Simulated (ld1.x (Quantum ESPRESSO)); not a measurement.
**N, ultrasoft: configuration errors across variants**

```json
{
 "Element": "nitrogen",
 "Generator": "ld1.x (Quantum ESPRESSO) 7.5",
 "Type": "ultrasoft",
 "Functional": "Wu–Cohen",
 "Relativity": "scalar-relativistic",
 "Frozen core": "[He]",
 "Valence charge": "5",
 "Reference configuration": "2s2 2p3",
 "Partial waves": "2s (bound): rcut 0.60, rcutus 0.70 bohr; 2s channel at -0.25 Ry: rcut 0.60, rcutus 0.70 bohr; 2p (bound): rcut 1.70, rcutus 2.10 bohr; 2p channel at 0.45 Ry: rcut 1.70, rcutus 2.10 bohr; 3d channel at 0.1 Ry: rcut 1.60, rcutus 1.70 bohr",
 "Local potential": "all-electron potential smoothed inside 1.10 bohr (lloc = -2)",
 "Core correction": "a·sin(br)/r model core inside 0.50 bohr",
 "Augmentation charge": "PSQ, radius 0.60 bohr"
}
```

All-electron excitation energies from the reference (eV): (1) 2s2 2p2 13.561; (2) 2s2 2p1 42.379; (3) 2s2 2p0 89.372; (4) 2s1 2p4 11.430; (5) 2s2 2p2.5 5.078; (6) 2s1 2p3 25.266; (7) 2s1 2p0 167.012.

Tests that are not counted but printed errors over 1 eV. “all radii but the core radius scaled by about 1.38 (s 0.96, p 2.90, d 2.36 bohr, rcut 0.82/2.36/2.22); local potential all-electron potential smoothed inside 1.52 bohr (lloc = -2); augmentation PSQ, radius 0.82 bohr”: 2s2 2p2 (solver errors, printed error -34.6 eV).

2 further variants failed, have other tests or too few solved ones, and are left out.

Errors AE − PS in meV (a dash: test not solved or not reliable):

| change | (1) | (2) | (3) | (4) | (5) | (6) | (7) | bound ghosts |
| --- | --- | --- | --- | --- | --- | --- | --- | --- |
| base | -4.0 | -19 | +4.5 | +24 | -0.7 | +13 | -15 | none |
| all radii but the core radius scaled by about 1.07 (s 0.74, p 2.24, d 1.82 bohr, rcut 0.64/1.82/1.72); local potential all-electron potential smoothed inside 1.18 bohr (lloc = -2); augmentation PSQ, radius 0.64 bohr | -6.9 | -33 | -6.8 | +19 | -1.3 | +7.0 | -15 | none |
| all radii but the core radius scaled by about 1.15 (s 0.80, p 2.42, d 1.96 bohr, rcut 0.70/1.96/1.84); local potential all-electron potential smoothed inside 1.26 bohr (lloc = -2); augmentation PSQ, radius 0.70 bohr | -14 | -69 | -26 | +12 | -2.4 | -0.8 | -14 | none |
| all radii but the core radius scaled by about 1.38 (s 0.96, p 2.90, d 2.36 bohr, rcut 0.82/2.36/2.22); local potential all-electron potential smoothed inside 1.52 bohr (lloc = -2); augmentation PSQ, radius 0.82 bohr | – | – | – | – | – | – | – | none |

(1) Give the same row for: all radii but the core radius scaled by about 1.26 (s 0.88, p 2.64, d 2.14 bohr, rcut 0.76/2.14/2.02); local potential all-electron potential smoothed inside 1.38 bohr (lloc = -2); augmentation PSQ, radius 0.76 bohr.

Results:

(1) –, –, –, –, –, –, –; bound ghosts: none. Not counted: 2s2 2p2 (solver errors, printed error -127 eV).
